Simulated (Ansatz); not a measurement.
Computed with Ansatz on PBE0-D4/def2-TZVP structures; ΔE is electronic, products minus reactants. CBS: MP2 limit from def2 TZ/QZ plus the TZ coupled-cluster correction, frozen cores. Functionals use def2-TZVPP. For Ga, Ge outer-core shells are correlated without core-valence functions, which leaves a few kJ/mol of doubt a bond. Scalar relativity is left out up to krypton. One conformer a species, not always the lowest.

Reaction (redistribution): `[NH2][GeH]1[CH2][S]1` + `[SiH3][Ga]([Cl])[Cl]` → `[SiH3][GeH]1[CH2][S]1` + `[NH2][Ga]([Cl])[Cl]`

`[NH2][GeH]1[CH2][S]1`:

Z-matrix (Å, degrees):
```
Ge
C 1 1.913
S 1 2.201 2 53.4
N 1 1.821 2 119.1 3 109.4
H 1 1.524 2 123.0 3 -103.1
H 2 1.086 1 118.4 3 -107.3
H 2 1.085 1 119.6 3 107.1
H 4 1.011 1 113.9 2 -163.3
H 4 1.011 1 113.7 2 -37.8
```

`[SiH3][Ga]([Cl])[Cl]`:

```xyz
7

Si   -0.134   -0.975   -0.607
Ga    0.125    1.054    0.639
Cl    1.570    1.261    2.208
Cl   -1.034    2.825    0.313
H     1.143   -1.258   -1.310
H    -1.237   -0.831   -1.587
H    -0.432   -2.076    0.345
```

`[SiH3][GeH]1[CH2][S]1`:

Z-matrix (Å, degrees):
```
Si
Ge 1 2.362
H 1 1.487 2 110.5
H 1 1.484 2 106.9 3 -119.7
H 1 1.484 2 109.9 3 120.5
C 2 1.939 1 118.7 3 105.0
S 2 2.206 1 113.8 3 163.3
H 2 1.533 1 121.8 3 -53.4
H 6 1.085 2 117.5 1 -152.5
H 6 1.085 2 118.2 1 -9.5
```

`[NH2][Ga]([Cl])[Cl]`:

```xyz
6

N    -0.763    0.730   -0.189
Ga    0.521   -0.475    0.136
Cl    0.471   -1.659    1.899
Cl    2.134   -0.726   -1.223
H    -1.564    0.850    0.406
H    -0.799    1.279   -1.030
```

```csv
level,ΔE (kJ/mol)
PBE0,-27.6
MP2/def2-QZVPP,-39.6
```

(1) What does CCSD(T)/CBS give? (Estimate.)

Largest T1 diagnostic among the species: 0.013.

## Answers

(1) Ansatz gave: -35.8 kJ/mol. The listed levels differ from it by 8.2, -3.8 kJ/mol.

In def2-TZVPP, CCSD(T) changes the Hartree–Fock value by −5.5 kJ/mol (the triples alone add −0.2 kJ/mol) and MP2 by −10.1 kJ/mol. From PBE to PBE0 (25 % exact exchange), in def2-TZVPP and without D4, ΔE moves by −3.4 kJ/mol.
